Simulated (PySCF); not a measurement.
Isomers of [C6H16P]+.

All values: PBE0/pcSseg-1 (PySCF) at GFN2-xTB geometries, gas phase, one conformer each.

(1) Rank by HOMO–LUMO gap, highest first.
A. `[CH3:1][CH2:2][PH+:3]([CH2:4][CH3:5])[CH2:6][CH3:7]` (charge +1) with C1–C2–P3–C4 -63°, C2–P3–C4–C5 171°, C2–P3–C6–C7 -63°
B. `[CH3:1][CH2:2][C:3]([CH3:4])([CH3:5])[PH2+:6][CH3:7]` (charge +1) with C1–C2–C3–C4 172°, C2–C3–P6–C7 52°
C. `[CH3:1][PH2+:2][CH2:3][C:4]([CH3:5])([CH3:6])[CH3:7]` (charge +1) with C1–P2–C3–C4 169°
D. `[CH3:1][CH2:2][C@@H:3]([CH3:4])[PH+:5]([CH3:6])[CH3:7]` (charge +1) with C1–C2–C3–C4 -65°, C2–C3–P5–C6 171°

(2) Rank by HOMO energy, lowest first.
A. `[CH3:1][CH2:2][C:3]([CH3:4])([CH3:5])[PH2+:6][CH3:7]` (charge +1) with C1–C2–C3–C4 172°, C2–C3–P6–C7 52°
B. `[CH3:1][CH2:2][PH+:3]([CH2:4][CH3:5])[CH2:6][CH3:7]` (charge +1) with C1–C2–P3–C4 -63°, C2–P3–C4–C5 171°, C2–P3–C6–C7 -63°
C. `[CH3:1][PH2+:2][CH2:3][C:4]([CH3:5])([CH3:6])[CH3:7]` (charge +1) with C1–P2–C3–C4 169°

Results:

(1) A (10.35 eV), D (9.90 eV), B (9.53 eV), C (8.95 eV).

(2) B (-13.88 eV), A (-13.61 eV), C (-13.22 eV).

All values together:

| SMILES | HOMO (eV) | LUMO (eV) | lowest IAO charge (e) | highest IAO charge (e) | lowest Hirshfeld charge (e) | highest Hirshfeld charge (e) |
| --- | --- | --- | --- | --- | --- | --- |
| CCC(C)(C)[PH2+]C | -13.61 | -4.08 | -0.633 (C) | +0.887 (P) | -0.111 (C) | +0.461 (P) |
| CC[PH+](CC)CC | -13.88 | -3.53 | -0.457 (C) | +1.047 (P) | -0.097 (C) | +0.471 (P) |
| C[PH2+]CC(C)(C)C | -13.22 | -4.27 | -0.636 (C) | +0.929 (P) | -0.113 (C) | +0.481 (P) |
| CCCC[PH2+]CC | -13.11 | -4.22 | -0.456 (C) | +0.910 (P) | -0.104 (C) | +0.473 (P) |
| CC[C@@H](C)[PH+](C)C | -13.54 | -3.64 | -0.638 (C) | +1.059 (P) | -0.120 (C) | +0.476 (P) |

Conformers: `[CH3:1][CH2:2][C:3]([CH3:4])([CH3:5])[PH2+:6][CH3:7]` (charge +1) with C1–C2–C3–C4 172°, C2–C3–P6–C7 52°; `[CH3:1][CH2:2][PH+:3]([CH2:4][CH3:5])[CH2:6][CH3:7]` (charge +1) with C1–C2–P3–C4 -63°, C2–P3–C4–C5 171°, C2–P3–C6–C7 -63°; `[CH3:1][PH2+:2][CH2:3][C:4]([CH3:5])([CH3:6])[CH3:7]` (charge +1) with C1–P2–C3–C4 169°; `[CH3:1][CH2:2][CH2:3][CH2:4][PH2+:5][CH2:6][CH3:7]` (charge +1) with C1–C2–C3–C4 -176°, C2–C3–C4–P5 -54°, C3–C4–P5–C6 -162°, C4–P5–C6–C7 -178°; `[CH3:1][CH2:2][C@@H:3]([CH3:4])[PH+:5]([CH3:6])[CH3:7]` (charge +1) with C1–C2–C3–C4 -65°, C2–C3–P5–C6 171°.
